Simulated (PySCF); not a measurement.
Input file for PySCF: D3(BJ) and D4 dispersion corrections on H4SSiTe (SMILES [SiH3][Te]S), a point of a torsion scan.

```python
from pyscf import gto
from pyscf.dispersion import dftd3, dftd4

mol = gto.M(
    atom='''
    Si   -1.36412847    0.00215228   -0.00951152
    Te    0.55127810    1.61203830   -0.25226136
    S     0.12154241    2.09231388   -2.57020995
    H    -1.22090381   -1.12421217   -0.92870784
    H    -2.64750178    0.65567435   -0.24234916
    H    -1.24820135   -0.44486321    1.37123533
    H     0.99618794    1.24974375   -3.10046184
    ''',
    basis='def2-svp',
    charge=0, spin=0, verbose=0, max_memory=1800)
d3, d4 = {}, {}
for xc in ['hf', 'pbe', 'blyp', 'revpbe', 'tpss', 'r2scan', 'b3lyp', 'pbe0', 'bhlyp', 'camb3lyp', 'b2plyp']:
    d3[xc] = float(dftd3.DFTD3Dispersion(mol, xc=xc, version='d3bj', atm=False).get_dispersion()['energy'])
    print(f'D3(BJ) {xc:10s} {d3[xc]:14.8f} Eh')
for xc in ['hf', 'pbe', 'blyp', 'revpbe', 'tpss', 'r2scan', 'b3lyp', 'pbe0', 'bhlyp', 'camb3lyp', 'b2plyp']:
    d4[xc] = float(dftd4.DFTD4Dispersion(mol, xc={'camb3lyp': 'cam-b3lyp'}.get(xc, xc), atm=True).get_dispersion()['energy'])
    print(f'D4     {xc:10s} {d4[xc]:14.8f} Eh')
```

The log:

```
D3(BJ) hf            -0.05644934 Eh
D3(BJ) pbe           -0.00707927 Eh
D3(BJ) blyp          -0.01674031 Eh
D3(BJ) revpbe        -0.01621261 Eh
D3(BJ) tpss          -0.00949514 Eh
D3(BJ) r2scan        -0.00198930 Eh
D3(BJ) b3lyp         -0.01411956 Eh
D3(BJ) pbe0          -0.00671707 Eh
D3(BJ) bhlyp         -0.01283942 Eh
D3(BJ) camb3lyp      -0.00710720 Eh
D3(BJ) b2plyp        -0.00761870 Eh
D4     hf            -0.02219762 Eh
D4     pbe           -0.00719381 Eh
D4     blyp          -0.01523100 Eh
D4     revpbe        -0.01727382 Eh
D4     tpss          -0.00960494 Eh
D4     r2scan        -0.00157009 Eh
D4     b3lyp         -0.01187635 Eh
D4     pbe0          -0.00616018 Eh
D4     bhlyp         -0.01117297 Eh
D4     camb3lyp      -0.00646704 Eh
D4     b2plyp        -0.00496310 Eh
```

The run finished.

Cost: roughly 0.020 core-seconds.
